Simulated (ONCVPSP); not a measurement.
# Varying the ONCV potential for sulfur (S)

Base potential:

sulfur, optimised norm-conserving Vanderbilt (ONCV), made with ONCVPSP 4.0.1 (LDA (Perdew-Wang 92), scalar-relativistic). Core [Ne], reference 3s2 3p2 (charge +2). Waves: 3s: rc 1.40 bohr, ncon 4, nbas 9, qcut 5.5 1/bohr, 1 projector; 3p: rc 1.15 bohr, ncon 5, nbas 9, qcut 8.1 1/bohr, 3 projectors, debl 1.6 Ha. Local part: polynomial inside 0.75 bohr (lpopt 5, dvloc0 0 Ha). Core correction: Teter function, fcfact 2.75, rcfact 1.45.

All-electron outer shells of the reference configuration (LDA (PZ), scalar-relativistic, ld1.x):

| shell | level (eV) | outermost node (bohr) | outermost maximum (bohr) |
| --- | --- | --- | --- |
| 2s | -236.48 | 0.13 | 0.39 |
| 2p | -182.29 | – | 0.33 |
| 3s | -39.40 | 0.60 | 1.37 |
| 3p | -28.08 | 0.57 | 1.50 |

Cutoffs, loose and tight: the cutoffs (Ha) at which the residual kinetic energy of the hardest occupied pseudo-wave falls to 1 and 0.1 mHa per electron. They do not see the model core or the augmentation charge, which bear on the density cutoff. Test errors are all-electron minus pseudo excitation energies from the reference, over the configurations 3s2 3p4; 3s2 3p3; 3s2 3p1; 3s1 3p4. A dash means not determined; rows that change the core or the reference have their own tests. The largest error is taken over the tests solved by every variant that gives reliable tests at all: 3s1 3p4; 3s2 3p3; 3s2 3p4.

A true bound ghost makes a file unfit for plane-wave use even where its test errors are small: the radial tests pick states by their node count and pass the ghost by.

| change | outcome | cutoff, loose | cutoff, tight | bound ghosts | GHOST(+) flags above zero | largest test error (meV) |
| --- | --- | --- | --- | --- | --- | --- |
| base | generated | 146 Ha | 193 Ha | s, p | none | -27 |
| s: qcut 3.5; p: qcut 5.1 | generated | 173 Ha | 202 Ha | s, p | none | -82 |
| p: nbas 8 | generated | 124 Ha | 149 Ha | s, p | p | -27 |
| reference 3s2 3p4 | generated | 110 Ha | 191 Ha | s, p | none | +11 over the solved tests; 2 of 4 tests not solved or not reliable |
| core correction Teter function, fcfact 2.75, rcfact 1.84 | generated | 146 Ha | 193 Ha | s, p | none | -61 |
| s: qcut 7.8 | generated | 146 Ha | 193 Ha | s, p | none | -17 |
| core correction Teter function, fcfact 2, rcfact 1.75 | generated | 146 Ha | 193 Ha | s, p | none | -40 |
| s: rc 0.94 | failed: optimize: ERROR ps0norm > uunorm, code will stop | – | – | – | – | – |

What comes out with this change to the base: all radii but the core radius scaled by about 0.93 (s 1.30, p 1.06 bohr); local potential polynomial inside 0.70 bohr (lpopt 5, dvloc0 0 Ha)?

outcome: generated; cutoff, loose: 212 Ha; cutoff, tight: 243 Ha; bound ghosts: s, p; GHOST(+) flags above zero: p; largest test error (meV): +4.2.

What comes out with this change to the base: core correction Teter function, fcfact 3.8, rcfact 1.45?

outcome: generated; cutoff, loose: 146 Ha; cutoff, tight: 193 Ha; bound ghosts: s, p; GHOST(+) flags above zero: none; largest test error (meV): -31.

What comes out with this change to the base: p: rc 1.4?

outcome: generated; cutoff, loose: 13 Ha; cutoff, tight: 27 Ha; bound ghosts: s, p; GHOST(+) flags above zero: p; largest test error (meV): -19.
